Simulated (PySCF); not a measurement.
AlCl2(iBu), C₄H₉AlCl₂.
Cartesian coordinates in Å at the PBE0-D3(BJ)/def2-SVP level; atoms count from 1:
```
atom  x, y, z in Å
Al1    0.952    1.470    1.191
Cl2    3.055    1.444    1.245
Cl3    0.081    3.381    1.060
C4    -0.093   -0.173    1.283
C5    -0.449   -0.740   -0.103
C6     0.804   -1.027   -0.922
C7    -1.394    0.185   -0.860
H8    -1.011    0.018    1.866
H9     0.499   -0.909    1.854
H10   -0.974   -1.700    0.052
H11    1.359   -0.095   -1.143
H12    0.559   -1.491   -1.889
H13    1.497   -1.696   -0.388
H14   -0.923    1.165   -1.059
H15   -2.315    0.379   -0.289
H16   -1.682   -0.244   -1.832
```

Computed at PBE0/pcSseg-1 (pcSseg-2 on Al) (PySCF, non-relativistic), with Q(27Al) = 0.1466 b, Q(35Cl) = −0.0817 b: Al1, 27Al (I = 5/2): χzz = 35.98 MHz, η = 0.614; Cl2, 35Cl (I = 3/2): χzz = -25.69 MHz, η = 0.416.

(1) Find the zero-field quadrupole resonance frequencies of 27Al at Al1.

(2) Where would the pure quadrupole (NQR) lines of 35Cl at Cl2 fall for the rigid, isolated species?

## Answers

(1) From the eigenvalues of H = χ/[4I(2I − 1)] × [3Iz² − I(I + 1) + η(Ix² − Iy²)], steps between neighbouring levels, labelled as for η = 0: ±1/2↔±3/2 7.266 MHz, ±3/2↔±5/2 10.15 MHz (aluminium bonded to C and 2 Cl).

(2) From ν = (|χ|/2)√(1 + η²/3): ν = 13.21 MHz (chlorine bonded to Al). For 37Cl the ratio of quadrupole moments, 0.7881, gives 10.41 MHz.

In a crystal, neighbours and librations shift these lines. With so small a basis the couplings can be 20 % off.

One conformer stands for the species.
